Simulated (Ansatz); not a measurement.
Z-matrix (Å, degrees):
```
Si
Si 1 2.316
H 1 1.488 2 111.6
H 1 1.488 2 111.6 3 121.3
H 1 1.488 2 107.5 3 -119.3
C 2 1.862 1 118.6 3 147.2
C 2 1.862 1 118.6 3 91.4
H 2 1.482 1 119.0 3 -60.7
H 6 1.085 2 118.2 1 147.4
H 6 1.085 2 119.1 1 4.1
H 7 1.085 2 118.1 1 -147.4
H 7 1.085 2 119.1 1 -4.1
```

Total charge 0; spin multiplicity 1.

Problem. List the PBE/def2-TZVPP orbital energies in eV (Ansatz). (Best estimate.)

Solution. The calculation gave: Occupied: -1779.55, -1779.30, -268.93, -268.93, -137.33, -137.09, -94.06, -94.05, -94.04, -93.83, -93.81, -93.80, -19.31, -14.55, -13.62, -12.02, -11.32, -10.15, -8.78, -8.59, -8.52, -7.64, -6.97, -5.78. Lowest empty: -1.00, -0.66, -0.20, 0.51, 0.67, 0.76, 0.97, 1.80.
